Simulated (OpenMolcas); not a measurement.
**Mn4+: ligand-field states by method**

Mn4+ with 6 ligands (chloride) in octahedral coordination (Oh) at 2.43 Å. A charge of +0.333 e stands 3.2 Å behind each ligand. Ligand basis ANO-RCC-VDZP.

```yaml
Program: OpenMolcas
Basis: ANO-RCC-VTZP [6s5p3d2f1g]
Scalar_Hamiltonian: DKH2, point nucleus
Active_space: 3 electrons in 5 orbitals (3d)
State_averaging: 2S+1 = 4 even, 10 roots; 2S+1 = 2 even, 40 roots
Spin-orbit_coupling: state interaction with AMFI integrals over the reference wave functions
```

I. CASSCF
II. SS-CASPT2, IPEA 0.25 Eh, imaginary shift 0.1 Eh (closed shells correlated: 3s 3p and the ligand valence shells)

Spin-free states (labels of O, the rotations of Oh) in cm-1, each column counted from its own energy of the first state listed:

```
   State  Degeneracy      I     II
     4A2           1      0      0
     4T2           3  12005  25980
     4T1           3  20045  30730
      2E           2  21382  12150
2S+1 = 2           3  22226  12730
2S+1 = 2           3  26450  26760
2S+1 = 2           1  28864  31930
2S+1 = 2           3  30731  23580
2S+1 = 2           3  31095  34370
      2E           2  34516  36190
2S+1 = 2           3  34851  35880
     4T1           3  36867  57420
2S+1 = 2           3  43167  49340
2S+1 = 2           1  45722  44200
2S+1 = 2           3  46122  55440
2S+1 = 2           3  49086  46160
2S+1 = 2           3  54288  62920
      2E           2  58725  54430
2S+1 = 2           3  69944  70360
      2E           2  76993  79290
```

From I to II, I's first state of the same spin (4T2) moves from 12005 to 25980 cm-1, by about +14000 cm-1.

From I to II, I's first state of another spin (2E) moves from 21382 to 12150 cm-1, by about -9200 cm-1.

χT at 300 K: I 1.82, II 1.85 cm3 K/mol.

Roots that are degenerate in the reference are averaged as groups; the widest CASPT2 spread within a group is 560 cm-1 (the 2-fold group of multiplicity 2 near 36200 cm-1 above the lowest state of its run, II). Shifts and gaps below about the spread of the groups concerned are not significant. Over all roots computed the reference weight is 0.49 to 0.59 in II; the roots of lowest weight are the least certain, and an intruder state may touch them. The least metal-like active orbital is 68 % on the metal (Löwdin) and no ligand orbital is active, so the numbers are rough. Ligand-to-metal charge-transfer states are missing. With no ligand orbital active B as a rule stays too high, so bands that hang on it stand too high and its fall with covalency is understated. Without dynamic correlation the repulsion within the d shell is too large (B by tens of per cent), so at a given field states of lower spin stand too high (holds for I). With metal d orbitals alone and no dynamic correlation the field as a rule comes out too small, by tens of per cent, by up to half for chloride and softer ligands (holds for I). With one d shell and no ligand orbital active, 10Dq can be off by a tenth or more (holds for II). The distance lies 6 % over the 2.29 Å that this model takes as the normal distance (a Shannon-type radius plus a fixed donor radius); by an R⁻⁵ law this alone changes a d-shell field by about -26 %. No measured value stands beside these numbers; the geometry was imposed, not optimised, and the real ion may take another.
